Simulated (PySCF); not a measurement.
A run that did not reach its result, on `CC(C)[O][GeH2-]` (driver script around PySCF, density fitting, GFN2-xTB geometry as the base; each input is a line of settings and coordinates in Å).

Command:
```bash
OMP_NUM_THREADS=1 python probes_run.py task.json out
```
Input:
```
{"job": {"kind": "j", "xc": "KT3", "basis": "6-31G-J", "scf": {"max_cycle": 81}}, "charge": 3, "multiplicity": 1}
C     -1.216049     1.224084    -0.562035
C     -0.114308     0.208241    -0.234019
C     -0.662479    -0.942365     0.607003
O      0.921036     0.858669     0.430748
Ge     2.649379     0.214125     0.474405
H     -0.802513     2.035810    -1.157373
H     -1.619733     1.642350     0.359639
H     -2.020834     0.746501    -1.119561
H      0.272804    -0.215713    -1.174291
H      0.185536    -1.562250     0.887321
H     -1.383547    -1.532424     0.042777
H     -1.134655    -0.558846     1.511405
H      2.351446    -1.612492     1.289585
H      2.573236    -0.506164    -1.377770
```

Output:
```
KeyError: 'Element ge (Z=32) not found in basis 6-31G-J version 0'
```

**Question.** Diagnose the run.

**Answer.** The basis 6-31G-J in the Basis Set Exchange has no functions for germanium, so the input was refused before any integral. The charge was set to +3 in place of -1. Choose a basis that covers all elements. The run gave no result.

Conformer computed: `[CH3:1][CH:2]([CH3:3])[O:4][GeH2-:5]`: C1–C2–O4–Ge5 -157°.
